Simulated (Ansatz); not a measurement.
Correlation energies of C$_{2}$H$_{4}$AlN (`N=[C]1[CH2][AlH]1`) by basis set

```xyz
8

N     1.5717    0.9383   -0.6141
C     0.4943    0.2954   -0.4968
C    -0.1040   -0.5417    0.6238
Al   -1.4111    0.2063   -0.5988
H     2.2118    0.7321    0.1644
H     0.2657   -0.4372    1.6455
H    -0.1144   -1.6013    0.3193
H    -2.9140    0.4081   -1.0433
```

Charge 0, multiplicity 1. All single points use the PBE0-D4/def2-TZVP geometry. It is one conformer, not always the lowest. Frozen core, restricted reference, Ansatz. CBS rows extrapolate triple and quadruple zeta; past MP2 they add the triple-zeta difference.

| basis | HF (Eh) | MP2 corr. | CCSD corr. | (T) | CCSD(T) total |
| --- | --- | --- | --- | --- | --- |
| def2-SVP | -374.14024 | -0.49096 | -0.52507 | ? | ? |
| def2-TZVPP | ? | ? | -0.62771 | -0.03094 | ? |
| def2-QZVPP | ? | -0.64207 | – | – | – |
| CBS(def2) | -374.39340 | -0.67179 | -0.69756 | as TZ | -375.12190 |

Problem. Fill in the withheld values. (Best estimate.)

Solution. Ansatz gave: def2-SVP (T): -0.02064; def2-SVP CCSD(T) total: -374.68595; def2-TZVPP HF (Eh): -374.37863; def2-TZVPP MP2 corr.: -0.60194; def2-TZVPP CCSD(T) total: -375.03728; def2-QZVPP HF (Eh): -374.39161.
